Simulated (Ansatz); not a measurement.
Task: Predict a relaxed structure of Al4⁻ (the lowest doublet isomer of a short search), charge -1, doublet, at PBE-D4/def2-TZVPD (Ansatz).

Result: 
```xyz
4

Al    1.075    0.516    1.073
Al   -1.075   -0.516   -1.073
Al    0.851    1.150   -1.404
Al   -0.851   -1.150    1.405
```
Point group D2h (tolerance 0.1 Å). This is one stationary point.

The relaxation made no stability test and no search for a lower SCF solution. The structure comes from a short search, and lower isomers may exist.
